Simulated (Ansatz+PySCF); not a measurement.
The numbers below are computed, except where a source is named.
Input for PySCF 2.14.0:

```python
from pyscf import gto, dft

mol = gto.M(atom="""
Fe 0.000000 0.000000 0.000000
O 0.000000 0.000000 2.100000
H 0.775000 0.000000 2.675000
H -0.775000 0.000000 2.675000
""", basis='def2-svp', charge=1, spin=5)
mf = dft.UKS(mol, xc='pbe0')
mf.kernel()
print(mf.converged, mf.e_tot, mf.spin_square()[0])
```

The script is written out from the run's settings.

The run gave:

- Converged: yes
- Total energy: -1339.32006 hartree
- Spin squared of the determinant: 8.751
- Cycles: 24

This is not the lowest solution: another run reaches a determinant 0.18 eV lower. Caution: other spin multiplicities were not run.
